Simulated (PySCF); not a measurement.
**Peak assignment**

Molfile (atoms numbered from 1):
```
C2H11NOSi4
     RDKit          3D

 19 19  0  0  0  0  0  0  0  0999 V2000
    2.9773   -0.7722   -0.2383 C   0  0  0  0  0  0  0  0  0  0  0  0
    1.5621   -0.2715   -0.1531 C   0  0  0  0  0  0  0  0  0  0  0  0
    0.6162   -1.0092    0.1184 O   0  0  0  0  0  0  0  0  0  0  0  0
    1.3205    1.0393   -0.3838 N   0  0  0  0  0  0  0  0  0  0  0  0
   -0.4116    1.4867   -0.2409 Si  0  0  0  0  0  4  0  0  0  0  0  0
   -1.3313    0.6342    1.7682 Si  0  0  0  0  0  4  0  0  0  0  0  0
   -2.3645   -1.0972    0.5342 Si  0  0  0  0  0  4  0  0  0  0  0  0
   -1.7694   -0.0079   -1.4788 Si  0  0  0  0  0  4  0  0  0  0  0  0
    3.3864   -0.5990   -1.2454 H   0  0  0  0  0  0  0  0  0  0  0  0
    3.6178   -0.2402    0.4815 H   0  0  0  0  0  0  0  0  0  0  0  0
    2.9924   -1.8453   -0.0177 H   0  0  0  0  0  0  0  0  0  0  0  0
    2.0843    1.6648   -0.6111 H   0  0  0  0  0  0  0  0  0  0  0  0
   -0.4204    2.9547   -0.5308 H   0  0  0  0  0  0  0  0  0  0  0  0
   -2.3349    1.5743    2.3697 H   0  0  0  0  0  0  0  0  0  0  0  0
   -0.3438    0.2649    2.8295 H   0  0  0  0  0  0  0  0  0  0  0  0
   -1.7798   -2.4557    0.7237 H   0  0  0  0  0  0  0  0  0  0  0  0
   -3.8466   -1.1731    0.7482 H   0  0  0  0  0  0  0  0  0  0  0  0
   -1.0687   -0.7960   -2.5401 H   0  0  0  0  0  0  0  0  0  0  0  0
   -2.9392    0.6888   -2.1102 H   0  0  0  0  0  0  0  0  0  0  0  0
  1  2  1  0
  2  3  2  0
  2  4  1  0
  4  5  1  0
  5  6  1  0
  6  7  1  0
  7  8  1  0
  8  5  1  0
  1  9  1  0
  1 10  1  0
  1 11  1  0
  4 12  1  0
  5 13  1  0
  6 14  1  0
  6 15  1  0
  7 16  1  0
  7 17  1  0
  8 18  1  0
  8 19  1  0
M  END
```

One conformer, gas phase, rapidly exchanging positions averaged, non-relativistic Hamiltonian. Structure optimised with PBE0-D3(BJ)/def2-SVP; PBE0/pcSseg-1 with gauge-including orbitals; PySCF.

Scale: TMS for 13C (184.41 ppm), 1H (31.27 ppm) (reference shieldings calculated alike).

(1) Assign these signals to the numbered atoms. 13C{1H} NMR (computed): δ 179.9 (C), 23.2 (CH3).

(2) Assign these signals to the numbered atoms. 1H NMR (500 MHz, computed): δ 5.27 (m, 1H), 4.45 (br s, 1H), 4.39 (m, 1H), 4.19 (m, 2H), 4.06 (m, 2H), 3.89 (m, 1H), 2.03 (s, 3H).

## Answers

(1) 
| δ (ppm) | atoms | environment | reason |
| --- | --- | --- | --- |
| 179.9 | C2 | amide carbonyl carbon | lone-pair donation from the attached heteroatom keeps it upfield of a ketone carbonyl |
| 23.2 | C1 | methyl carbon α to a carbonyl | α to the electron-withdrawing carbonyl group |

(2) 
| δ (ppm) | atoms | environment | reason |
| --- | --- | --- | --- |
| 5.27 | H13 | hydrogen on a silicon bonded to N, 2 Si, in a 4-membered ring | – |
| 4.45 | H12 | hydrogen on an amide-type nitrogen | exchangeable; this is the value without hydrogen bonding to other molecules |
| 4.39 | H16 | hydrogen on a silicon bonded to 2 Si, in a 4-membered ring | – |
| 4.19 | H15/H18 | hydrogen on a silicon bonded to 2 Si, in a 4-membered ring | – |
| 4.06 | H14/H19 | hydrogen on a silicon bonded to 2 Si, in a 4-membered ring | – |
| 3.89 | H17 | hydrogen on a silicon bonded to 2 Si, in a 4-membered ring | – |
| 2.03 | H9/H10/H11 | hydrogen on a methyl carbon α to a carbonyl | α to C=O |

H12 and H16 lie closer than the usual error of such a calculation, so a measured spectrum could show them in the other order.

The OH or NH signal is concentration- and solvent-dependent in practice; the value given is the gas-phase one. Shifts are as computed. Against solution values, carbons near 30 ppm lie about +2 ppm off and those near 130 ppm about +5 ppm. Of 1211 compounds with measured shifts, 218 miss one by over three times the rms of a fit or turn the order of signals round; such compounds aren't used in these exercises. The C=O carbon of an acid or of an amide with N–H lies up to 10 ppm further downfield in solution, through hydrogen bonding that the calculation lacks. No couplings were computed; multiplicities are counted from neighbouring protons, with m where these are inequivalent, close in shift, in a saturated or five-membered ring or joined by F or P, and br s for small geminal =CH2 splittings.
